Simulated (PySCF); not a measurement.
Structure from NMR data

Molecular formula: C4H11NO2Si3. Simulated spectra:

$^{1}$H NMR (600 MHz, computed): δ 6.16 (br s, 1H), 4.99 (t, 2H), 4.77 (s, 6H), 2.37 (t, 2H).

$^{13}$C{$^{1}$H} NMR (computed): δ 158.6, 95.1, 77.9, 4.7.

Equivalent nuclei averaged, a single conformation, non-relativistic Hamiltonian, no solvent. Coordinates at the GFN2-xTB level; shieldings: GIAO PBE0/pcSseg-1; PySCF 2.14.0 with density-fitted response routines.

Scale: TMS for $^{1}$H (σ = 31.72 ppm) and $^{13}$C (σ = 186.93 ppm) (reference shieldings calculated alike).

Problem. Which candidate is it?
A. O=C(O)C#CC[SiH2]N([SiH3])[SiH3]
B. O=C(O)C#C[SiH2]CN([SiH3])[SiH3]
C. O=C(C#CCN([SiH3])[SiH3])[SiH2]O

Solution. A. 

The formula gives 3 degrees of unsaturation (no ring in the answer). 4 carbon signals for 4 carbons: no two carbons are equivalent. Carbon types of the structure: 3 × C, 1 × CH2, leaving 9 H on heteroatoms. δC 158.6: carboxylic acid carbon; lone-pair donation from the attached heteroatom keeps it upfield of a ketone carbonyl. δC 95.1, 77.9: alkyne carbon; the triple bond shields along its axis, which puts it between sp3 and sp2 carbons. δC 4.7: propargylic sp3 CH2 bonded to Si; an electropositive neighbour leaves it electron-rich and shielded. δH 6.16: hydrogen on an acid hydroxyl oxygen; exchangeable; this is the value without hydrogen bonding to other molecules. δH 4.77: hydrogen on a silicon bonded to N.

The others: O=C(O)C#C[SiH2]CN([SiH3])[SiH3] has carbons computed at 157.3, 103.9, 96.3, 40.6; O=C(C#CCN([SiH3])[SiH3])[SiH2]O has carbons computed at 230.4, 119.3, 89.6, 43.2.

OH/NH shifts are gas-phase values; hydrogen bonding in solution moves them, usually downfield. Shifts are as computed. Against solution values, carbons near 30 ppm lie about +3 ppm off and those near 130 ppm about +5 ppm. Of 1309 compounds with measured shifts, 239 miss one by over three times the rms of a fit or turn the order of signals round; such compounds aren't used in these exercises. Hydrogen bonding in solution deshields acid and N–H amide carbonyl carbons by as much as 10 ppm beyond these values. No couplings were computed; multiplicities are counted from neighbouring protons, with m where these are inequivalent, close in shift, in a saturated or five-membered ring or joined by F or P, and br s for small geminal =CH2 splittings.
